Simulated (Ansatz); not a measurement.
All values below come from CAM-B3LYP-D3(BJ)/def2-SVP (Ansatz, a quantum-chemistry and plane-wave program). No frequencies were computed at this level.

Ansatz 0.2 input:
```yaml
crystal:
  periodic: [false, false, false]
  atoms:
    - { symbol: C, position_ang: [2.864101, -1.342094, 0.182531] }
    - { symbol: C, position_ang: [1.409869, -1.792978, 0.163263] }
    - { symbol: In, position_ang: [-0.000828, -0.001508, -0.007091] }
    - { symbol: C, position_ang: [-2.264116, -0.3259, -0.053381] }
    - { symbol: C, position_ang: [-2.606169, -1.806351, 0.04537] }
    - { symbol: C, position_ang: [0.85476, 2.115074, -0.135935] }
    - { symbol: C, position_ang: [-0.258674, 3.151417, -0.20553] }
    - { symbol: H, position_ang: [3.052896, -0.681615, 1.030912] }
    - { symbol: H, position_ang: [3.542847, -2.194995, 0.261275] }
    - { symbol: H, position_ang: [3.112295, -0.796746, -0.729892] }
    - { symbol: H, position_ang: [1.167951, -2.344097, 1.075955] }
    - { symbol: H, position_ang: [1.228341, -2.462856, -0.681435] }
    - { symbol: H, position_ang: [-2.714275, 0.227085, 0.775472] }
    - { symbol: H, position_ang: [-2.658597, 0.096745, -0.981423] }
    - { symbol: H, position_ang: [-2.222784, -2.230947, 0.975197] }
    - { symbol: H, position_ang: [-2.165383, -2.361525, -0.784899] }
    - { symbol: H, position_ang: [-3.687131, -1.965882, 0.021942] }
    - { symbol: H, position_ang: [1.493559, 2.180144, -1.02096] }
    - { symbol: H, position_ang: [1.487542, 2.290908, 0.738246] }
    - { symbol: H, position_ang: [0.145957, 4.164514, -0.271212] }
    - { symbol: H, position_ang: [-0.889809, 2.983091, -1.080106] }
    - { symbol: H, position_ang: [-0.892346, 3.098519, 0.681699] }
basis:
  gaussian: { orbitals: def2-svp }
hamiltonian:
  xc: cam_b3lyp
  dispersion: d3bj
relax:
  max_steps: 150
```

Output:

```
Functional definition: CAM-B3LYP
2186 factors; integrals over basis functions are off by at most 2.9e-4 eV
705 factors; integrals over basis functions are off by at most 4.4e-7 eV
mean field evaluation 1: about -11617.1755 eV, gradient 7.2e1 eV
mean field evaluation 2: about -11618.1662 eV, gradient 6.9e1 eV
mean field evaluation 4: about -11630.2486 eV, gradient 1.2e0 eV
mean field evaluation 8: about -11630.2823 eV, gradient 2.1e-2 eV
mean field -11630.28232664 eV, -427.4049922155 hartree, gradient 8.1e-5 eV, S^2 0.000000; 0 other end points of the search recorded, 0 dependent functions left out
reference -11630.28248282 eV, -427.4049979552 hartree; 36, 36 occupied and 149, 149 virtual orbitals, 2186 factors
relax step   1: F+E_penalty+E_count = -11630.67786580 eV  Δ(F+E_penalty+E_count) = +0.000e0 eV  max|allowed force component| = 1.099e0 eV/Å  Δτ_max = 0.0000 Å  (25 SCF iters, accepted)
these checks for a lower state are left out or cut short: starts, cluster_reference, orbital_swaps, neighbouring_geometries, increment
2186 factors; integrals over basis functions are off by at most 3.0e-4 eV
705 factors; integrals over basis functions are off by at most 4.3e-7 eV
mean field evaluation 16: about -11630.0168 eV, gradient 1.6e1 eV
mean field -11630.44444467 eV, -427.4109499433 hartree, gradient 2.2e-5 eV, S^2 0.000000; 0 other end points of the search recorded, 0 dependent functions left out
reference -11630.44459969 eV, -427.4109556403 hartree; 36, 36 occupied and 149, 149 virtual orbitals, 2186 factors
relax step   2: F+E_penalty+E_count = -11630.84873175 eV  Δ(F+E_penalty+E_count) = -1.709e-1 eV  max|allowed force component| = 2.836e-1 eV/Å  Δτ_max = 0.1947 Å  (28 SCF iters, accepted)
these checks for a lower state are left out or cut short: starts, cluster_reference, orbital_swaps, neighbouring_geometries, increment
2186 factors; integrals over basis functions are off by at most 3.1e-4 eV
705 factors; integrals over basis functions are off by at most 4.3e-7 eV
mean field -11630.49698588 eV, -427.4128807971 hartree, gradient 8.1e-5 eV, S^2 0.000000; 0 other end points of the search recorded, 0 dependent functions left out
reference -11630.49714092 eV, -427.4128864948 hartree; 36, 36 occupied and 149, 149 virtual orbitals, 2186 factors
relax step   3: F+E_penalty+E_count = -11630.89832592 eV  Δ(F+E_penalty+E_count) = -4.959e-2 eV  max|allowed force component| = 9.611e-2 eV/Å  Δτ_max = 0.0752 Å  (27 SCF iters, accepted)
these checks for a lower state are left out or cut short: starts, cluster_reference, orbital_swaps, neighbouring_geometries, increment
2186 factors; integrals over basis functions are off by at most 3.1e-4 eV
705 factors; integrals over basis functions are off by at most 4.3e-7 eV
mean field evaluation 32: about -11630.4976 eV, gradient 2.4e-5 eV
mean field -11630.49760297 eV, -427.4129034746 hartree, gradient 2.4e-5 eV, S^2 0.000000; 0 other end points of the search recorded, 0 dependent functions left out
reference -11630.49775800 eV, -427.4129091719 hartree; 36, 36 occupied and 149, 149 virtual orbitals, 2186 factors
relax step   4: F+E_penalty+E_count = -11630.89880768 eV  Δ(F+E_penalty+E_count) = -4.818e-4 eV  max|allowed force component| = 4.779e-2 eV/Å  Δτ_max = 0.0040 Å  (23 SCF iters, accepted)
these checks for a lower state are left out or cut short: starts, cluster_reference, orbital_swaps, neighbouring_geometries, increment
2186 factors; integrals over basis functions are off by at most 3.1e-4 eV
705 factors; integrals over basis functions are off by at most 4.3e-7 eV
mean field -11630.49775437 eV, -427.4129090385 hartree, gradient 7.4e-6 eV, S^2 0.000000; 0 other end points of the search recorded, 0 dependent functions left out
reference -11630.49790938 eV, -427.4129147350 hartree; 36, 36 occupied and 149, 149 virtual orbitals, 2186 factors
relax step   5: F+E_penalty+E_count = -11630.89892739 eV  Δ(F+E_penalty+E_count) = -1.197e-4 eV  max|allowed force component| = 2.569e-3 eV/Å  Δτ_max = 0.0025 Å  (24 SCF iters, accepted)
2186 factors; integrals over basis functions are off by at most 3.1e-4 eV
705 factors; integrals over basis functions are off by at most 4.3e-7 eV
mean field -11630.49775437 eV, -427.4129090385 hartree, gradient 7.4e-6 eV, S^2 0.000000; 1 other end points of the search recorded, 0 dependent functions left out
reference -11630.49790938 eV, -427.4129147350 hartree; 36, 36 occupied and 149, 149 virtual orbitals, 2186 factors
Total energy: -11630.89908240 eV, -427.4276575717 hartree
Atom 0 at     2.863255    -1.328835     0.180797 Å, force     0.001545     0.001472    -0.000137 eV/Å
Atom 1 at     1.378905    -1.687400     0.153972 Å, force    -0.002569    -0.000266    -0.000342 eV/Å
Atom 2 at    -0.000196    -0.000978    -0.007280 Å, force     0.000042    -0.000003     0.000510 eV/Å
Atom 3 at    -2.155919    -0.351813    -0.047844 Å, force     0.000985     0.002298    -0.000214 eV/Å
Atom 4 at    -2.591680    -1.812561     0.046466 Å, force     0.000520    -0.001973     0.000140 eV/Å
Atom 5 at     0.777509     2.036710    -0.129651 Å, force     0.001479    -0.002036     0.000128 eV/Å
Atom 6 at    -0.272167     3.143440    -0.206357 Å, force    -0.002003     0.000619    -0.000128 eV/Å
Atom 7 at     3.113316    -0.674559     1.031113 Å, force     0.000566    -0.000180    -0.000148 eV/Å
Atom 8 at     3.507501    -2.220948     0.262712 Å, force     0.000731    -0.000048     0.000110 eV/Å
Atom 9 at     3.173712    -0.792589    -0.730077 Å, force     0.000331    -0.000246     0.000207 eV/Å
Atom 10 at     1.096695    -2.250339     1.059792 Å, force    -0.000374    -0.000518     0.000223 eV/Å
Atom 11 at     1.156741    -2.367780    -0.685567 Å, force    -0.000403    -0.000652    -0.000337 eV/Å
Atom 12 at    -2.595217     0.240527     0.772647 Å, force    -0.000279     0.000549     0.000190 eV/Å
Atom 13 at    -2.540973     0.111513    -0.972061 Å, force    -0.000312     0.000641    -0.000300 eV/Å
Atom 14 at    -2.244235    -2.286407     0.978337 Å, force    -0.000283    -0.000327    -0.000128 eV/Å
Atom 15 at    -2.188992    -2.416574    -0.782174 Å, force    -0.000311    -0.000205     0.000197 eV/Å
Atom 16 at    -3.689194    -1.923959     0.020272 Å, force    -0.000355    -0.000678     0.000143 eV/Å
Atom 17 at     1.447480     2.073171    -1.005476 Å, force     0.000832    -0.000016    -0.000188 eV/Å
Atom 18 at     1.438264     2.184413     0.741269 Å, force     0.000493     0.000102     0.000382 eV/Å
Atom 19 at     0.182255     4.147017    -0.269352 Å, force    -0.000468     0.000655    -0.000001 eV/Å
Atom 20 at    -0.924549     3.031719    -1.087000 Å, force     0.000069     0.000383     0.000026 eV/Å
Atom 21 at    -0.932505     3.146235     0.675460 Å, force    -0.000237     0.000428    -0.000333 eV/Å
Dipole moment:    -0.000169    -0.000199    -0.001029 e Å
```

Cost: about 110 core-seconds (a rough figure).
